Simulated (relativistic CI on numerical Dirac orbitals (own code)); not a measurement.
Hyperfine structure of Hf XXXV, mass number 177

Method of calculation: Dirac-Coulomb-Breit CI, KLI orbitals optimised for each configuration, model QED (radiative potential, 1s self-energy scaled to tabulated hydrogen-like ionisation energies), unscaled Slater integrals (own radial code, finite nucleus).

Configurations in the expansion (outside the closed core [Ar] 3d10): 4s2 4p6 4d2, 4s2 4p6 4d 4f, 4s2 4p5 4d3, 4s 4p6 4d3, 4s2 4p5 4d2 4f, 4s 4p6 4d2 4f, 4s2 4p6 4d 5s, 4s2 4p6 4f 5s, 4s2 4p6 4d 5p, 4s2 4p6 4f2, 4s2 4p5 4f3, 4s 4p6 4f3, 4s2 4p6 4f 5p, 4s2 4p5 4f2 5p, 4s 4p6 4f2 5p. Double excitations out of closed p, d and f shells are left out; levels of such configurations are missing from the list, as are those of other unlisted configurations, and high levels can miss mixing partners.

Nuclear spin I = 7/2, μ = 0.791 μN, Q = 3.37 b (tables of Stone and Pyykkö). The electronic factors are computed for point nuclear moments, without core polarisation or the Bohr-Weisskopf and QED corrections.

```tsv
Level	E (eV)	A (MHz)	B (MHz)
4s2 4p6 4d2 3F_2	0.0000	5412	6440
4s2 4p6 4d2 3F_3	14.7588	3088	23000
4s2 4p6 4d2 1G_4	19.7309	3234	100000
4s2 4p6 4d2 3P_1	19.8528	-209.3	24200
4s2 4p6 4d2 3F_4	32.8736	2272	74100
```

Levels with J = 0, under 50 % of one LS term, or S terms without an open s electron are left out. Small factors come from cancelling terms and can be off by tens of per cent or more.

At this charge energies of transitions that change n are usually good to better than 1 %, and those within a shell (Δn = 0) to a few per cent. Terms inside the open d or f shell come out 10 to 20 % too wide with unscaled integrals.

Question: Give the hyperfine levels of 4s2 4p6 4d2 3F_2 relative to its centre of gravity.

Answer: With K = F(F + 1) − I(I + 1) − J(J + 1), E = AK/2 + B[¾K(K + 1) − I(I + 1)J(J + 1)]/[2I(2I − 1)J(2J − 1)]: F = 3/2: -45260, F = 5/2: -34600, F = 7/2: -18080, F = 9/2: 5932, F = 11/2: 39500 MHz.

LS names give the leading component of a level, which can be under half, so a name can repeat, a term be missing and a line seem to break the LS rules.
